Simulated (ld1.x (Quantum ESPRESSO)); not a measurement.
**Pt, PAW: configuration errors across variants**

Pt (Z = 78), PAW, made with ld1.x (Quantum ESPRESSO) 7.5 (LDA (PZ), scalar-relativistic). Core [Xe] 4f14, reference 5d10 6s0 6p0. Waves: 6s (bound, empty): rcut 1.75, rcutus 2.35 bohr; 6s channel at 0.7 Ry: rcut 1.75, rcutus 2.35 bohr; 6p (bound, empty): rcut 2.50, rcutus 2.90 bohr; 6p channel at 2.4 Ry: rcut 2.50, rcutus 2.90 bohr; 5d (bound): rcut 1.60, rcutus 1.90 bohr; 5d channel at 0.65 Ry: rcut 1.60, rcutus 1.90 bohr. Local part: all-electron potential smoothed inside 2.55 bohr (lloc = -1). Core correction: Bessel-smoothed model core inside 1.80 bohr. Augmentation charge: PSQ, radius 1.60 bohr.

All-electron excitation energies from the reference (eV): (1) 5d9 6s1 6p0 -0.054; (2) 5d9 6s0 6p0 9.491; (3) 5d8 6s0 6p0 29.750; (4) 5d8 6s2 6p0 0.876; (5) 5d8 6s1 6p0 11.363; (6) 5d9 6s0 6p1 5.131.

Tests that are not counted but printed errors over 1 eV. “waves 6p (bound): rcut 1.94, rcutus 2.06 bohr; 6p channel at 2.4 Ry: rcut 1.94, rcutus 2.06 bohr”: 5d9 6s0 6p1 (solver errors, printed error -2.3 eV).

4 further variants failed, have other tests or another functional or relativity, and are left out.

A true bound ghost makes a file unfit for plane-wave use even where its test errors are small: the radial tests pick states by their node count and pass the ghost by. Where a test does run into it, the solver fails or the error is huge.

Errors AE − PS in meV (a dash: test not solved or not reliable):

```tsv
change	(1)	(2)	(3)	(4)	(5)	(6)	bound ghosts
base	-6.1	-7.9	-72	-37	-43	-7.9	none
wave 5d channel at 0.65 Ry: rcut 1.60, rcutus 1.90 bohr becomes 5d channel at -0.21 Ry: rcut 1.60, rcutus 1.90 bohr	-11	-11	-92	-66	-70	-12	none
waves 6s (bound): rcut 1.75, rcutus 2.74 bohr; 6s channel at 0.7 Ry: rcut 1.75, rcutus 2.74 bohr	+1.9	-7.9	-72	+43	+13	-7.9	none
local potential all-electron potential smoothed inside 2.06 bohr (lloc = -1)	–	–	–	–	–	–	none
all radii but the core radius scaled by about 1.24 (s 2.92, p 3.60, d 2.36 bohr, rcut 2.18/3.10/1.98); local potential all-electron potential smoothed inside 3.18 bohr (lloc = -1); augmentation PSQ, radius 1.98 bohr	-12	-11	-95	-68	-72	-12	none
local potential all-electron potential smoothed inside 1.45 bohr (lloc = -1)	-10	-7.5	-80	-66	-66	-9.0	s, p
augmentation PSQ, inside the norm-conserving radii	-6.0	-7.9	-72	-35	-42	-7.8	none
waves 6p (bound): rcut 1.94, rcutus 2.06 bohr; 6p channel at 2.4 Ry: rcut 1.94, rcutus 2.06 bohr	-6.1	-7.9	-72	-37	-43	–	p
```

Problem. Give the same row for: core correction Bessel-smoothed model core inside 0.84 bohr.

Solution. -5.2, -7.3, -69, -31, -37, -7.2; bound ghosts: none.
